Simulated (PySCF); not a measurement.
## TDDFT excited states: C7H13Al

Species: C7H13Al.
SMILES: `C=C(C)[C@H]1CC[CH2][AlH]1`

Computed with TDDFT B3LYP/def2-SVPD, vertical, gas phase, core orbitals frozen in the response in PySCF. The structure is a single PBE0-D3(BJ)/def2-SVP conformer in the gas phase; no vibrational or solvent corrections.

```
state  E (eV)  E (kJ/mol)  λ (nm)       f  main configurations (H = HOMO, L = LUMO)
   S1    3.79         366   326.8   0.018                                 H→L (97%)
   S2    4.99         482   248.2  0.0009                               H-1→L (92%)
   S3    5.13         495   241.8   0.039                               H→L+1 (89%)
   S4    5.64         544   219.8  0.0084                  H→L+3 (55%), H→L+2 (41%)
   S5    5.72         552   216.7  0.0010                  H-2→L (84%), H→L+3 (10%)
   S6    5.93         572   209.0   0.200     H→L+2 (45%), H→L+3 (25%), H→L+4 (13%)
```

The lowest singlet lies at 3.79 eV (327 nm, ultraviolet) and is weak; its leading configuration is HOMO→LUMO (97%). The strongest level in the table is S6 at 5.93 eV (209 nm, f = 0.200). It is the last of those listed, so stronger ones may follow. Löwdin shares by element: HOMO carbon 66% or more, aluminium 9% (atoms not listed hold the other 24%); LUMO aluminium 56%, carbon 17% or more, hydrogen 12% or more (atoms not listed hold the other 15%). The listed states span 2.14 eV, and the widest gap between neighbours is 1.20 eV (S1 to S2). The oscillator strengths of these states sum to 0.268; summed over the whole spectrum of an exact calculation they would give the number of electrons, 68 (Thomas–Reiche–Kuhn). Of the 6 states listed, 3 reach f = 0.01 and none stays under 0.0005. No computed singlet lies in the visible range (380 to 750 nm); the lowest, at 327 nm, stands 0.53 eV above its violet end (3.26 eV). Singlets were solved by full linear response.
